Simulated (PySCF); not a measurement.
Static response to an electric field

C7H7N.
Numbering: `[N:1]#[C:2][C@@H:3]1[C@H:4]2[CH2:5][C@@H:6]3[C@H:7]2[C@H:8]13` (hydrogens: H9 on C3; H10 on C4; H11, H12 on C5; H13 on C6; H14 on C7; H15 on C8)

Geometry (GFN2-xTB, Å), atoms numbered from 1 in this order:
```
atom  x, y, z in Å
N1     3.117   -0.091    1.406
C2     2.204    0.145    0.758
C3     1.054    0.443   -0.047
C4    -0.259    0.503    0.769
C5    -1.298    0.859   -0.303
C6    -1.037   -0.530   -0.853
C7    -0.492   -1.001    0.462
C8     0.448   -0.800   -0.689
H9     1.275    1.300   -0.692
H10   -0.272    0.967    1.749
H11   -1.082    1.715   -0.943
H12   -2.302    0.950    0.107
H13   -1.636   -1.070   -1.567
H14   -0.701   -1.847    1.086
H15    0.979   -1.538   -1.266
```

Level: CAM-B3LYP/def2-SVPD (PySCF), static field, nuclei fixed, core orbitals frozen in the response. The polarisability tensor in these axes (au):

```
x   85.33 -2.22  9.66
y   -2.22 66.03 -0.09
z    9.66 -0.09 68.16
```

Problem. What are the eigenvalues, a third of the trace, and Δα (Δα² = ½Σ(αi − αj)² over the three pairs)?

Solution. Principal values 63.53, 66.14 and 89.85 au; mean 73.17 au = 10.84 Å³ = 12.06 × 10⁻⁴⁰ C²·m²/J; Δα = 25.12 au (34 % of the mean).

Problem. What is the dipole moment, and where does it point?

Solution. (-3.89, 0.38, -2.10) D, 4.44 D in size, pointing from the negative to the positive side. Measured along this direction, the outermost atoms are N1 at the negative end and H13 and H12 at the positive end.

Problem. Find the Langevin capture rate constant for NH4+ (18.034 u) meeting this molecule (105.058 u), k = 2.342 × 10⁻⁹ cm³/s × √(α in Å³ / reduced mass in u).

Solution. The reduced mass is 15.39 u, so k = 1.97 × 10⁻⁹ cm³/s. The formula leaves out the permanent dipole, which adds to the capture rate.

Problem. What would n − 1 = 2πNα be for an ideal gas of these molecules at 400 K and 1 atm, electronic part alone?

Solution. N = p/kT = 1.8347 × 10¹⁹ cm⁻³, so n − 1 = 2π × N × 10.84 × 10⁻²⁴ cm³ = 1250 × 10⁻⁶ at long wavelengths.

Problem. Sum over states: ᾱ = Σ f/ω², ω in Eh. What share falls to these 8 lowest TDDFT singlets (eV, f)? 7.58, 0.0006; 7.64, 0.0019; 7.68, 0.0018; 7.90, 0.0073; 7.99, 0.0050; 8.11, 0.0133; 8.14, 0.0028; 8.28, 0.0120.

Solution. They add up to 0.51 au, 0.7 % of the 73.17 au; the largest single term is 0.15 au, from the state at 8.11 eV. Terms in order: 0.01, 0.02, 0.02, 0.09, 0.06, 0.15, 0.03, 0.13 au. Higher excitations give the rest. The strengths listed sum to 0.045.

Problem. In a dilute gas of rigid molecules at 500 K, how does the orientational term μ²/3kT compare with the electronic polarisability?

Solution. In Gaussian units μ²/3kT = 95.09 Å³ against 10.84 Å³, a ratio of 8.77; the Debye molar polarisation (4π/3)N_A(α + μ²/3kT) is 267.2 cm³/mol, leaving out the vibrational part.

Isolated species at its GFN2-xTB geometry, gas phase.

These values come from a run that also computed excited states. On one thread, Arm Neoverse V2 (aarch64), on a shared host, this took 35 s and 0.98 GiB of memory at its peak.
